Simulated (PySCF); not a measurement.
**How methods differ on the ionisation energy of Br⁺**

Br⁺ [Ar] 3d10 4s2 4p4 (3P) → Br²⁺ [Ar] 3d10 4s2 4p3 (4S), as a difference of total energies. Computed with PySCF 2.14 in x2c-TZVPPall (6s5p4d1f, 48 functions), with the spin-free X2C one-electron Hamiltonian (Gaussian nucleus). Correlated levels: valence: [Ar] 3d10 frozen; valence and next inner shell: [Ne] frozen. The calculations carry no spin-orbit coupling.

| method | ionisation energy (eV) | error (eV) |
| --- | --- | --- |
| UHF | 20.252 | -1.157 |
| LDA | 21.660 | +0.251 |
| PBE | 21.385 | -0.024 |
| PBE0 | 21.396 | -0.013 |
| r2SCAN | 21.467 | +0.058 |
| revPBE | 21.313 | -0.096 |
| B2PLYP | 21.318 | -0.091 |
| BP86 | 21.579 | +0.170 |
| M06-L | 21.186 | -0.223 |
| ROHF | 20.137 | -1.272 |
| MP2 (valence) | 20.939 | -0.470 |
| SCS-MP2 (valence) | 21.009 | -0.400 |
| MP2 (valence and next inner shell) | 21.002 | -0.407 |
| SCS-MP2 (valence and next inner shell) | 21.048 | -0.361 |

Reference: 21.409 eV (measured; NIST levels, between the centres of gravity of the two terms).

Errors of the correlated levels include the incompleteness of this basis and the frozen core.
